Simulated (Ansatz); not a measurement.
`C[O][GeH3]` + `S[SiH2]Cl` → `Cl[SiH2][S][GeH3]` + CH₃OH at 500 K and 1 bar (ligand exchange at a Ge–O bond).

Isolated molecules relaxed with PBE0-D4/def2-TZVP in Ansatz; ΔE leaves out vibrations. CBS: MP2 limit from def2 TZ/QZ plus the TZ coupled-cluster correction, frozen cores. This one scheme is used for every species. For Ge outer-core shells are correlated without core-valence functions, which leaves a few kJ/mol of doubt a bond. Scalar relativity is left out up to krypton. Each species was taken in one conformer, which may not be the lowest.

```tsv
species	CCSD(T)/CBS energy (Eh)	H − E (kJ/mol)	S (J/(mol·K))
`C[O][GeH3]`	-2192.93708	206.9	357.8
`S[SiH2]Cl`	-1148.50980	107.1	347.8
`Cl[SiH2][S][GeH3]`	-3225.84041	165.3	449.1
CH₃OH	-115.61712	157.0	265.4
```

H − E and S are ideal-gas, rigid-rotor, harmonic terms from PBE0-D4/def2-TZVP, for one conformer and one mirror image of each species. 1 Eh = 2625.50 kJ/mol, R = 8.31446 J/(mol·K).

By hand: ΔE, ΔH, ΔS and ΔG.

ΔE = (-3225.84041) + (-115.61712) − (-2192.93708) − (-1148.50980) = -0.01065 Eh = -28.0 kJ/mol. Δ(H − E) = 165.3 + 157.0 − 206.9 − 107.1 = 8.3, so ΔH = -19.7 kJ/mol. ΔS = 449.1 + 265.4 − 357.8 − 347.8 = 8.9 J/(mol·K). ΔG = -19.7 − 500 × (8.9)/1000 = -24.1 kJ/mol.

By hand: the equilibrium constant, and the temperature at which ΔG would vanish if ΔH and ΔS stayed fixed.

log₁₀ K = −ΔG/(RT ln 10) = 2.5. ΔH and −TΔS have one sign here, so there is no such temperature.

The number of gas molecules stays the same, so ΔS is small and ΔH decides. A doubt of 5 kJ/mol in ΔE shifts log₁₀ K by 0.5 here. Other conformers and mirror images would add mixing entropy, several J/(mol·K) or more a flexible species. Modes under 60 cm⁻¹, often nearly free rotors, make the harmonic entropy too high. These are equilibria of isolated gas molecules and say nothing of rates. Largest T1 diagnostic: 0.011 (customary marks: 0.02 for closed shells, 0.045 for open ones).

ΔS is within the doubt of such terms, so its sign, and with it that verdict, could turn.
